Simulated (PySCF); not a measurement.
Bond stretch in CH6Ge, SMILES [CH3][GeH3]. The Ge2–H8 bond (Ge2 also carries C, H, H; H8 carries nothing else) is stretched with both fragments frozen at the PBE0/def2-TZVP optimised geometry.

Computed with CCSD(T) on UHF/cc-pVDZ, 10 core orbitals frozen (PySCF 2.14.0).

**Question.** Relative to R = 1.54 Å, what are the energies at R = 1.45, 1.78, 2.07, 3.41 Å?

**Answer.** 1.9 kcal/mol at 1.45 Å, 8.0 kcal/mol at 1.78 Å, 27.4 kcal/mol at 2.07 Å, 84.4 kcal/mol at 3.41 Å.

The unrestricted determinant behind UCCSD(T) is spin-contaminated at 2.33 to 5.32 Å (<S²> up to 1.0, against 0.00 for a pure singlet).
